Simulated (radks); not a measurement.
Spin polarisation of the 4f11 shell in neutral holmium. Start: [Xe] 4f(up 5.5, down 5.5) 6s2; electrons of 4f are moved from spin down to spin up, other shells keep equal spins. All-electron calculation, scalar-relativistic Kohn-Sham, LDA (Slater exchange, Perdew-Wang correlation), spin-polarised, spherical densities, finite nucleus; Fermi nuclear charge, rms radius of each element as measured or else 0.836 A^(1/3) + 0.57 fm. Program: a radial shooting solver on a logarithmic mesh with Libxc functionals.

moment (Bohr magnetons)  E - E(0) (eV)  e(4f up) (eV)  e(4f down) (eV)  6s down minus up (eV)  5p down minus up (eV)
0                                0.000         -3.365           -3.365                  0.000                  0.000
0.75                            -0.100         -3.626           -3.091                  0.020                  0.221
1.5                             -0.401         -3.874           -2.804                  0.040                  0.442
2.25                            -0.903         -4.109           -2.505                  0.061                  0.664
3                               -1.604         -4.330           -2.194                  0.081                  0.887

At moment 3 the spin-polarisation energy is -1.604 eV and the 4f exchange splitting 2.136 eV, that is 0.712 eV per Bohr magneton; E = -I m^2/4 would give I = 0.713 eV.
